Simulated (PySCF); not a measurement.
# Structure elucidation problem

The spectra below were simulated for a compound C$_{6}$H$_{18}$N$_{2}$Si.

¹H NMR (400 MHz, computed): δ 2.52 (s, 12H), -0.07 (s, 6H).

¹³C{¹H} NMR (computed): δ 38.9 (CH3, 4C), -3.1 (CH3, 2C).

[PySCF: GFN2-xTB geometry; σ from GIAO-PBE0/pcSseg-1; a single conformation; rapidly exchanging positions averaged; non-relativistic; no solvent]

Shifts are taken against calculated references (same method and geometry level): TMS for ¹H (31.72 ppm) and ¹³C (186.93 ppm).

Problem. What is the structure?

Solution. 
Rings plus π bonds: 0. 2 carbon signals for 6 carbons: some carbons are equivalent by symmetry or fast rotation. Carbon types of the structure: 6 × CH3, which accounts for all hydrogens. δC 38.9: methyl carbon bonded to N; pulled downfield by the heteroatom. δC -3.1: methyl carbon bonded to Si; an electropositive neighbour leaves it electron-rich and shielded. δH 2.52: hydrogen on a methyl carbon bonded to N; its carbon carries N, an electronegative neighbour. δH -0.07: hydrogen on a methyl carbon bonded to Si; an electropositive neighbour shields it, as in TMS itself.

Structure: bis(dimethylamino)dimethylsilane (SMILES CN(C)[Si](C)(C)N(C)C).

The shifts were computed for this structure.

Shifts are as computed. Against solution values, carbons near 30 ppm lie about +3 ppm off and those near 130 ppm about +5 ppm. Of 1309 compounds with measured shifts, 239 miss one by over three times the rms of a fit or turn the order of signals round; such compounds aren't used in these exercises. Multiplicities follow the n + 1 count of equivalent neighbours, as no J values were calculated; m marks all less simple cases, F and P coupling included.
